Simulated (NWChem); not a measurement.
**Lowest excitation of BCl2F**

```
B
F 1 1.3139
Cl 1 1.7516 2 119.12
Cl 1 1.7516 2 119.12 3 180.00
```
Charge 0, spin multiplicity 1.

The numbers come from NWChem runs, not from measurements. All single points use one geometry, from B3LYP/def2-SVP, a minimum by its harmonic frequencies.

Basis set: 6-31+G*.

The correlated methods keep 12 core orbitals frozen. B3LYP has NWChem's definition, with VWN1-RPA local correlation. The Pople sets run with spherical d functions. The structure started from a generated list of species. No row is a measurement; the coupled-cluster row has its own basis-set and correlation limits.

Task: For the lowest vertical singlet excitation energy, TDA-LDA (SVWN5) gives 5.88 eV and TD-PBE gives 6.01 eV. What do CIS, TD-B3LYP, EOM-CCSD give?

Result: CIS: 8.67 eV; TD-B3LYP: 6.52 eV; EOM-CCSD: 7.34 eV.
